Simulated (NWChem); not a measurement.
Species: CH4F2Si; SMILES FC(F)[SiH3]

```xyz
8

F     -0.1409    -1.1246     1.1006
C      0.3916    -0.5305     0.0000
F     -0.1409    -1.1246    -1.1006
Si    -0.0567     1.3405     0.0000
H      1.4786    -0.7382     0.0000
H      0.5212     1.9695    -1.2226
H      0.5212     1.9695     1.2226
H     -1.5411     1.4589     0.0000
```
Atoms are numbered in this order, from 1.

The geometry was optimised at PBE0/def2-SVP.

Symmetry labels are those of Cs in the frame above (b1 and b2, or b-type labels, depend on it).

Q: List the 4 lowest vertical singlet excitations from Hartree-Fock/6-31+G* (spherical d), TDHF (NWChem).

A: 
| state | energy (eV) | oscillator strength | symmetry | leading excitation (squared amplitude) |
|---|---|---|---|---|
| S1 | 9.37 | 0.126 | a' | HOMO → LUMO (0.72) |
| S2 | 9.60 | 0.004 | a" | HOMO → LUMO+5 (0.46) |
| S3 | 9.91 | 0.006 | a' | HOMO → LUMO+6 (0.21) |
| S4 | 10.14 | 0.076 | a" | HOMO−2 → LUMO (0.53) |
